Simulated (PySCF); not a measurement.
C2H5Zn, neutral, multiplicity 2. Atoms are numbered in the order given.

```xyz
8

Zn    -0.0763     0.9339     0.0000
C      0.6846    -1.0283     0.0000
C     -0.3998    -2.0936     0.0000
H      1.3254    -1.0635     0.8967
H      1.3254    -1.0635    -0.8967
H     -1.0504    -2.0230    -0.8876
H     -1.0504    -2.0230     0.8876
H      0.0294    -3.1139     0.0000
```
Charge 0, spin multiplicity 2.

Coordinates come from a B3LYP-D3(BJ)/def2-SVP optimisation. The spin state was assumed, not searched. The isomer is the one that the SMILES or the coordinates give; other isomers of the formula were not compared.

Method: ωB97X/def2-TZVPD (PySCF).

The molecule is in vacuum.

```json
{
 "total_energy": "-1858.61064 hartree",
 "point_group": "Cs",
 "α spin, highest occupied and lowest empty level": "-6.94 and 0.84 eV",
 "β spin, highest occupied and lowest empty level": "-9.45 and -0.80 eV",
 "dipole_moment": "0.64 D",
 "quadrupole, principal values (traceless, Buckingham form, about the centre of nuclear charge)": "-3.56, 1.44, 2.12 D·Å",
 "mean_static_polarisability": "74.1 bohr³ (10.97 Å³)",
 "polarisability_principal_values": "61.6, 64.7, 95.8 bohr³",
 "⟨S²⟩": "0.760 (pure state 0.75)"
}
```
